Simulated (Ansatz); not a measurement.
Calculated with Ansatz (gas phase, PBE0-D4/def2-TZVP geometries, no zero-point term in ΔE). CBS: MP2 limit from def2 TZ/QZ plus the TZ coupled-cluster correction, frozen cores. DFT in def2-TZVPP. B3LYP here is the variant with VWN-RPA as its local correlation; programs differ in this. No spin–orbit coupling; open shells (•) take unrestricted orbitals. One conformer a species, not always the lowest.

Consider the homolysis of the O–Si bond: `CO[Si](C)(O)F` → `C[O]`• + `C[Si](O)F`•.

(1) What is ΔE at CCSD(T)/CBS? (Best estimate.)

(2) What do these levels give: PBE-D4, PBE0-D4, ωB97X-V, ωB97M-V, PBE, r2SCAN, PBE0, B3LYP, HF/def2-TZVPP, CCSD/def2-TZVPP, CCSD(T)/def2-TZVPP, HF/def2-QZVPP? (Best estimate.)

Largest T1 diagnostic among the species: 0.019.

Results:

(1) Ansatz gave: +130.5 kcal/mol.

(2) Ansatz gave: PBE-D4 118.3, PBE0-D4 120.9, ωB97X-V 125.9, ωB97M-V 128.2, PBE 116.0, r2SCAN 118.8, PBE0 118.8, B3LYP 117.5, HF/def2-TZVPP 98.2, CCSD/def2-TZVPP 125.8, CCSD(T)/def2-TZVPP 127.6, HF/def2-QZVPP 98.2 kcal/mol.

In def2-TZVPP, CCSD(T) changes the Hartree–Fock value by +29.4 kcal/mol (the triples alone add +1.8 kcal/mol) and MP2 by +37.3 kcal/mol; breaking electron pairs costs correlation energy, which Hartree–Fock lacks. From PBE to PBE0 (25 % exact exchange), in def2-TZVPP and without D4, ΔE moves by +2.9 kcal/mol. The D4 term adds +3.7 kcal/mol with B3LYP and +2.1 kcal/mol with PBE0; it sums over pairs of atoms, weighted by their polarisabilities, and B3LYP, whose exchange is more repulsive, gets the larger term.
